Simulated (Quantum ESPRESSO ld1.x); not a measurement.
Results of a calculation; reference values are marked as such.
Species: Os44+. Configuration: [Ar] 3d10 4s2 4p2. Code: ld1.x of Quantum ESPRESSO 7.5. Model: scalar-relativistic Kohn-Sham, relativistic LDA (MacDonald-Vosko exchange, VWN5 correlation), spin-unpolarised, spherical densities, point nucleus.

Radial electron density D(r) = 4 pi r^2 rho(r):

r (bohr)  D(r) (e/bohr)
0.00153           16.14
0.001711          18.91
0.001929          22.33
0.002175          26.26
0.002452          30.72
0.002765          35.76
0.003117          41.37
0.003515          47.52
0.003963          54.18
0.004468          61.24
0.005038          68.56
0.00568           75.92
0.006405          83.07
0.007221          89.69
0.008142          95.43
0.00918           99.94
0.01035           102.9
0.01158           104.1
0.01305           103.6
0.01472           101.6
0.01659           98.49
0.01871           95.09
0.02109           92.46
0.02378           91.73
0.02682           93.86
0.03024           99.37
0.03409           108.0
0.03844           118.5
0.04334           128.7
0.04886           136.2
0.05509           138.6
0.06212           134.9
0.07004           125.9
0.07834           115.3
0.08832           105.6
0.09959           101.3
0.1123            103.9
0.1266            111.4
0.1427            118.5
0.1609            119.0
0.1815            109.4
0.2046            90.49
0.2307            67.53
0.2601            46.92
0.2932            32.68
0.3306            24.69
0.3728            19.97
0.4203            15.60
0.4739            10.68
0.5301            6.320
0.5977            2.904
0.6739            1.041
0.7598           0.2837
0.8566          0.05719
0.9659         0.008259
1.089         0.0008238

D(r) has 3 maxima, at r = 0.0120, 0.0542, 0.153 bohr, and minima at 0.0232, 0.101 bohr, inside which lie 1.91, 11.08 electrons.
